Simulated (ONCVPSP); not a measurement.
Before and after: ONCV potential for barium

ONCVPSP 4.0.1 input, shortened (lines: element, Z, core and valence counts, functional; n l f; lmax; l rc ep ncon nbas qcut; lloc lpopt rc5 dvloc0; l nproj debl; icmod fcfact rcfact), PBEsol, scalar-relativistic:

```
  Ba 56.00    9    4  -116133      upf
    1    0    2.00
    2    0    2.00
    2    1    6.00
    3    0    2.00
    3    1    6.00
    3    2   10.00
    4    0    2.00
    4    1    6.00
    4    2   10.00
    5    0    2.00
    5    1    6.00
    6    0    1.75
    6    1    0.25
    2
    0    2.60    0.00    4    8    4.60
    1    3.35    0.00    5    8    5.00
    2    3.25    0.09    3    7    3.40
    4    5    2.10    0.00
    0    2    2.20
    1    2    0.90
    2    2    1.50
    3    1.75    1.60
```

In the d channel the program set the typed energies aside and used 0.050, 1.550 Ha.

All-electron outer shells of the reference configuration (PBEsol, scalar-relativistic, ld1.x):

```csv
shell,level (eV),outermost node (bohr),outermost maximum (bohr)
4d,-89.91,0.32,0.70
5s,-34.00,0.80,1.47
5p,-19.03,0.86,1.67
6s,-3.40,1.96,4.10
6p,-1.37,2.36,5.40
```

Change: local potential polynomial inside 2.10 bohr (lpopt 3, dvloc0 0 Ha).

Cutoffs: the cutoffs (Ha) at which the residual kinetic energy of the hardest occupied pseudo-wave falls to 1 and 0.1 mHa per electron; they do not see the model core or the augmentation charge, which bear on the density cutoff. Errors are all-electron minus pseudo energies relative to the spin-unpolarised reference configuration.

Problem. What does the change do?

Solution. The potential gets neither clearly harder nor softer (7.2 Ha and 8.7 Ha → 7.2 Ha and 8.7 Ha); the bound ghost in d disappears; the lowest positive-energy flag moves from s at 90.6 eV to d at 33.2 eV; the errors of the 4 common tests hardly move; the range in which the d phases agree narrows (upper end 3.3 → 1.1). In the separable form a ghost depends on how the local part lies against the semilocal potential of the channel, so the choice of the local part can create or remove one.

```tsv
quantity	base	changed
cutoff, loose	7.2 Ha	7.2 Ha
cutoff, tight	8.7 Ha	8.7 Ha
bound ghosts	d	none
GHOST(+) flags under 300 eV	s at 90.6 eV	d at 33.2 eV
error for 5s2 5p6 6s2 6p0, meV [ΔE -0.51 eV]	0.0	0.0
error for 5s2 5p6 6s1 6p0, meV [ΔE 4.88 eV]	-0.7	-0.7
error for 5s2 5p6 6s0 6p0, meV [ΔE 14.77 eV]	-3.8	-3.8
error for 5s2 5p6 5d1 6s0 6p0, meV [ΔE 5.53 eV]	-9.1	-9.1
s: phases at 2.64 bohr within 0.05 rad from the reference energy up to (Ha; the scan ends near 5)	2.8	3.3
p: phases at 3.40 bohr within 0.05 rad from the reference energy up to (Ha; the scan ends near 5)	2.2	2.3
d: phases at 3.30 bohr within 0.05 rad from the reference energy up to (Ha; the scan ends near 5)	3.3	1.1
rms error of d²Exc/dni dnj with the model core, mHa	0.33	0.32
```

 A true bound ghost makes a file unfit for plane-wave use even where its test errors are small: the radial tests pick states by their node count and pass the ghost by.
